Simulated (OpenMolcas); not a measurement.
How methods differ on SiCNF2 (SMILES N#C[Si](F)F)

The species is SiCNF2 (5 atoms), meant as a doublet with charge 0. As SMILES, `N#C[Si](F)F`. The coordinates come from a PBE0-D4/def2-TZVP relaxation.

Quantity: the vertical energy of the quartet above the doublet, in eV. The values are calculated.

```csv
level,kind,program,value (eV),CPU time (all runs)
USVWN5/aug-cc-pVDZ,LDA,OpenMolcas,6.32,3 min
U-revPBE/aug-cc-pVDZ,GGA,OpenMolcas,5.99,4.3 min
UBLYP/aug-cc-pVDZ,GGA,OpenMolcas,6.11,3.7 min
UPBE/aug-cc-pVDZ,GGA,OpenMolcas,6.04,4.5 min
U-r2SCAN/aug-cc-pVDZ,meta-GGA,OpenMolcas,5.79,6.3 min
UM06-L/aug-cc-pVDZ,meta-GGA,OpenMolcas,6.45,6.5 min
UTPSS/aug-cc-pVDZ,meta-GGA,OpenMolcas,5.88,5.7 min
UPBE0/aug-cc-pVDZ,global hybrid,OpenMolcas,5.84,5 min
```

The values span 5.79 to 6.45 eV. UM06-L/aug-cc-pVDZ lies far from functionals of the same kind, perhaps in another electronic state. CPU times are rough (shared hosts, several kinds of processor): they show what a rung costs within a factor of a few.
